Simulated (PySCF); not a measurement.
Species: CH₇FOSi₂.
Structure used (PBE0-D3(BJ)/def2-SVP), in Å, numbered top down from 1:
```
atom  x, y, z in Å
C1    -1.617    0.693    0.121
Si2   -0.791   -0.775   -0.682
O3     0.765   -0.945   -0.089
Si4    2.040   -0.085    0.470
F5     1.848    1.467    0.023
H6    -1.682    0.558    1.212
H7    -2.637    0.837   -0.267
H8    -1.037    1.608   -0.078
H9    -1.514   -2.044   -0.382
H10   -0.717   -0.594   -2.163
H11    3.294   -0.585   -0.146
H12    2.082   -0.112    1.954
```

The calculation used PBE0-D3(BJ)/def2-SVP geometry optimisation, gas phase in PySCF.

Masses are those of the commonest isotopes; rigid-rotor values at the optimised geometry. The values belong to one conformer with, in the numbering `[CH3:1][SiH2:2][O:3][SiH2:4][F:5]`, C1–Si2–O3–Si4 -33°, Si2–O3–Si4–F5 -17°.

Problem. Give the principal moments of inertia and the rotational constants in MHz.

Solution. Ia = 96.14, Ib = 272.59, Ic = 333.47 u·Å²; 505379 MHz·u·Å²/I gives A = 5257, B = 1854, C = 1516 MHz.

Problem. Classify the top.

Solution. An asymmetric top: κ = (2 × 1854 − 5257 − 1516)/(5257 − 1516) = -0.82.

Problem. Is it planar, by Δ = Ic − Ia − Ib?

Solution. Not planar: Δ = Ic − Ia − Ib = -35.26 u·Å². For a rigid frame Δ = −2 Σ m c², so Σ m c² = 17.63 u·Å² lies off the ab plane: 8.64 from hydrogen and 9.00 from heavier atoms. The atom farthest from that plane is 1.73 Å away.

Problem. Which lines would a microwave search look for?

Solution. The dipole components are |μa| = 0.57 D, |μb| = 0.02 D, |μc| = 0.67 D. Intensities carry the squares of the components, which stand as 0.72 : 0.00 : 1.00 (a : b : c). Some lines, for components of 0.1 D or more:

```json
{"type": "a", "branch": "Q", "J(Ka,Kc)": "1(1,0) ← 1(1,1)", "MHz": "338", "lower level (cm⁻¹)": "0.226"}
{"type": "a", "branch": "Q", "J(Ka,Kc)": "2(1,1) ← 2(1,2)", "MHz": "1015", "lower level (cm⁻¹)": "0.439"}
{"type": "c", "branch": "Q", "J(Ka,Kc)": "2(1,2) ← 2(0,2)", "MHz": "3088", "lower level (cm⁻¹)": "0.336"}
{"type": "a", "branch": "R", "J(Ka,Kc)": "1(0,1) ← 0(0,0)", "MHz": "3370", "lower level (cm⁻¹)": "0.000"}
{"type": "c", "branch": "Q", "J(Ka,Kc)": "1(1,1) ← 1(0,1)", "MHz": "3403", "lower level (cm⁻¹)": "0.112"}
{"type": "a", "branch": "R", "J(Ka,Kc)": "2(1,2) ← 1(1,1)", "MHz": "6401", "lower level (cm⁻¹)": "0.226"}
{"type": "a", "branch": "R", "J(Ka,Kc)": "2(0,2) ← 1(0,1)", "MHz": "6715", "lower level (cm⁻¹)": "0.112"}
{"type": "a", "branch": "R", "J(Ka,Kc)": "2(1,1) ← 1(1,0)", "MHz": "7078", "lower level (cm⁻¹)": "0.237"}
{"type": "c", "branch": "R", "J(Ka,Kc)": "1(1,0) ← 0(0,0)", "MHz": "7111", "lower level (cm⁻¹)": "0.000"}
{"type": "c", "branch": "Q", "J(Ka,Kc)": "2(2,1) ← 2(1,1)", "MHz": "10208", "lower level (cm⁻¹)": "0.473"}
{"type": "c", "branch": "R", "J(Ka,Kc)": "2(1,1) ← 1(0,1)", "MHz": "10819", "lower level (cm⁻¹)": "0.112"}
{"type": "c", "branch": "R", "J(Ka,Kc)": "2(2,0) ← 1(1,0)", "MHz": "17309", "lower level (cm⁻¹)": "0.237"}
{"type": "c", "branch": "R", "J(Ka,Kc)": "2(2,1) ← 1(1,1)", "MHz": "17624", "lower level (cm⁻¹)": "0.226"}
```

Problem. Estimate the classical rotational partition function at 50 K, 200 K and 298.15 K.

Solution. Point group C1, symmetry number σ = 1; q = (√π/σ)·√((kT/h)³/(ABC)), k/h = 20836.6 MHz/K: 15500 at 50 K, 124000 at 200 K, 226000 at 298.15 K.

No frequency check. Constants of a rigid frame at the computed geometry: no zero-point averaging, no centrifugal distortion. A rigid rotor knows nothing of internal rotation, which can split or shift real lines.
